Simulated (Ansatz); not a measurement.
Relaxation of H7NSeSi (10 atoms, charge 0, multiplicity 1), to a largest force component of 0.03 eV/Å in at most 50 steps.

Level of theory: Ansatz 0.2.0, RKS r2SCAN-D4/def2-SVP.

```xyz
10
Properties=species:S:1:pos:R:3:forces:R:3
Si -0.623 0.720 -0.723 -0.02 0.26 -0.34
N 0.158 -1.379 1.470 0.10 -0.30 0.29
H -1.233 1.781 -1.582 0.01 0.00 0.00
H -1.504 -0.476 -0.788 0.00 0.00 0.00
H -0.494 1.286 0.646 0.00 0.00 0.00
H 0.693 -1.459 0.608 -0.01 0.00 0.02
Se 1.409 0.097 -1.620 -0.06 0.08 0.07
H 0.344 -0.455 1.852 0.00 -0.01 0.00
H -0.830 -1.419 1.235 0.02 0.00 0.00
H 2.081 1.302 -1.098 -0.03 -0.04 -0.04
```

Q: Where does it end, and by what steps?

A: It converged. The force dipped under the threshold on the way, but the program's further checks kept it going. After 24 steps the energy has fallen by 0.096 eV; H8 moved furthest, 0.62 Å.

```tsv
step	energy less start (eV)	largest force component (eV/Å)	accepted
0	0.0000	0.339	yes
1	-0.0786	0.164	yes
2	0.3696	2.335	no
3	-0.0844	0.183	yes
4	-0.0862	0.054	yes
5	-0.0876	0.054	yes
6	-0.0887	0.038	yes
7	-0.0897	0.161	yes
8	-0.0908	0.061	yes
9	-0.0902	0.154	no
10	-0.0913	0.016	yes
11	-0.0914	0.162	yes
12	-0.0918	0.091	yes
13	-0.0929	0.042	yes
14	-0.0937	0.050	yes
15	-0.0941	0.071	yes
16	-0.0945	0.084	yes
17	-0.0948	0.080	yes
18	-0.0952	0.071	yes
19	-0.0933	0.216	no
20	-0.0940	0.099	no
21	-0.0956	0.009	yes
22	-0.0960	0.028	yes
23	-0.0948	0.170	no
24	-0.0962	0.025	yes
```

```xyz
10
Properties=species:S:1:pos:R:3
Si -0.626 0.891 -0.797
N 0.211 -1.550 1.677
H -1.129 1.994 -1.666
H -1.598 -0.236 -0.808
H -0.451 1.420 0.586
H 0.952 -1.241 1.044
Se 1.316 0.021 -1.646
H -0.163 -0.701 2.101
H -0.531 -1.910 1.075
H 2.020 1.312 -1.566
```

Whether the end is a true minimum wasn't checked by a vibrational analysis.

Run time: 52 s on 2 threads of Intel(R) Xeon(R) 6975P-C (Granite Rapids), with other jobs on the host, peak memory 0.18 GiB.
